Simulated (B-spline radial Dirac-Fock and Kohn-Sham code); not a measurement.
# Electron momentum distribution of Cd⁹⁺: Compton profiles

System: cadmium as Cd⁹⁺, 1s2 2s2 2p6 3s2 3p6 3d10 4s2 4p6 4d3.

Input file task.json (cfg lists n, l and occupation; rrms is the nuclear radius in fm):

```json
{"items": [{
  "Z": 48,
  "q": 9,
  "cfg": [[1, 0, 2], [2, 0, 2], [2, 1, 6], [3, 0, 2], [3, 1, 6], [3, 2, 10], [4, 0, 2], [4, 1, 6], [4, 2, 3]],
  "A": 114,
  "rrms": 4.6087,
  "do": ["scatter"],
  "s": [0.0, 0.05, 0.1, 0.15, 0.2, 0.25, 0.3, 0.35, 0.4, 0.45, 0.5, 0.6, 0.7, 0.8, 0.9, 1.0, 1.1, 1.2, 1.4, 1.6, 1.8, 2.0, 2.5, 3.0, 3.5, 4.0, 5.0, 6.0],
  "pz": [0, 0.1, 0.2, 0.3, 0.4, 0.5, 0.6, 0.8, 1.0, 1.2, 1.4, 1.6, 1.8, 2.0, 2.5, 3.0, 4.0, 5.0, 7.0, 10.0, 15.0, 20.0, 30.0, 40.0, 60.0, 100.0],
  "hv_scatter": [2000, 5000, 8047.8, 10000, 17479.3, 20000, 100000, 200000]
}]}
```

Command: `python xray_run.py task.json out`

These are calculated numbers from a B-spline atomic structure program; the model is the impulse approximation on Dirac-Fock densities. pz is in atomic units of momentum; subshell profiles are per electron, for a selection of subshells; open shells are spread over both j values by their weights.

```csv
pz,J total,J 1s1/2,J 2p3/2,J 4p3/2,J 4d5/2
0,4.160,0.0171,0.0319,0.210,0.171
0.2,4.146,0.0171,0.0319,0.210,0.171
0.3,4.128,0.0171,0.0319,0.210,0.171
0.4,4.103,0.0171,0.0319,0.209,0.171
0.5,4.071,0.0171,0.0319,0.209,0.171
0.6,4.031,0.0171,0.0319,0.208,0.171
0.8,3.928,0.0171,0.0319,0.204,0.170
1,3.795,0.0171,0.0319,0.196,0.169
1.2,3.633,0.0170,0.0319,0.185,0.166
1.4,3.446,0.0170,0.0319,0.170,0.161
1.6,3.241,0.0170,0.0319,0.152,0.154
1.8,3.027,0.0170,0.0319,0.132,0.144
2,2.812,0.0170,0.0318,0.111,0.132
2.5,2.320,0.0169,0.0318,0.0649,0.0960
3,1.941,0.0169,0.0317,0.0338,0.0617
4,1.488,0.0167,0.0315,0.0121,0.0196
5,1.215,0.0165,0.0310,0.0108,0.00639
7,0.7962,0.0161,0.0291,0.00678,0.00399
10,0.4218,0.0151,0.0243,0.00123,0.00267
15,0.1822,0.0130,0.0145,0.000499,0.000641
20,0.09223,0.0107,0.00739,0.000360,0.000142
30,0.03090,0.00659,0.00166,8.71e-05,9.69e-06
40,0.01312,0.00378,0.000397,1.98e-05,1.06e-06
60,0.003311,0.00120,3.56e-05,1.63e-06,< 1e-6
100,0.0004123,0.000168,1.15e-06,< 1e-6,< 1e-6
```

J(0) = 4.160. The 4p3/2 subshell gives the largest part, 20 %.

Mean momentum ⟨p⟩ by subshell (a.u.): 1s1/2 43.6, 2s1/2 15.4, 2p1/2 20.6, 2p3/2 19.7, 3s1/2 7.37, 3p1/2 8.80, 3p3/2 8.53, 3d3/2 10.1, 3d5/2 9.99, 4s1/2 3.51, 4p1/2 3.89, 4p3/2 3.80, 4d3/2 4.01, 4d5/2 3.98.
